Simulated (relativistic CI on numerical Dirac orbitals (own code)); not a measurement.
## Mn³⁺: K-alpha X-ray emission

Computed with this model: Dirac-Coulomb-Breit CI, separate exchange-only KLI orbitals for each configuration, model QED, multiplet model of X-ray emission after core ionisation, unscaled Slater integrals; configurations [Ar] 3d4 → 1s 2s2 2p6 3s2 3p6 3d4 → [He] 2s2 2p5 3s2 3p6 3d4; 300 K; Lorentzian 2.52 eV and Gaussian 0.6 eV FWHM. Energies are those of the free ion, without screening or charge transfer. S is read from ⟨S²⟩ = S(S + 1).

Field parameters in Wybourne normalisation: D3d B²₀ = −7Dσ, B⁴₀ = −14Dq − 21Dτ, B⁴₃ = −14√(10/7) Dq. The field is a parameter set, without covalency.

free ion: ground-state S = 2.00, centroid 5892.99 eV. Peaks (eV, height): 5885.0 (46), 5892.2 (34), 5896.6 (97), 5898.2 (100).

D3d, 10Dq = 23600, Dσ = 860, Dτ = 150 cm⁻¹: ground-state S = 1.98, centroid 5892.75 eV. Peaks (eV, height): 5885.2 (52), 5898.0 (100).

D3d, 10Dq = 30650, Dσ = 340, Dτ = -270 cm⁻¹: ground-state S = 1.05, centroid 5892.89 eV. Peaks (eV, height): 5886.0 (46), 5897.6 (100).

Strongest unbroadened transitions for free ion:

```csv
Energy (eV),Relative strength
5883.37,17.1
5884.08,15.3
5885.14,14.5
5885.36,14.0
5885.40,21.7
5895.84,14.2
5895.90,16.9
5896.31,33.8
5896.35,20.8
5896.37,15.5
5896.40,19.6
5896.45,15.4
5896.56,21.3
5896.94,14.1
5897.59,14.4
5898.15,100.0
5898.64,94.3
5899.00,46.5
```
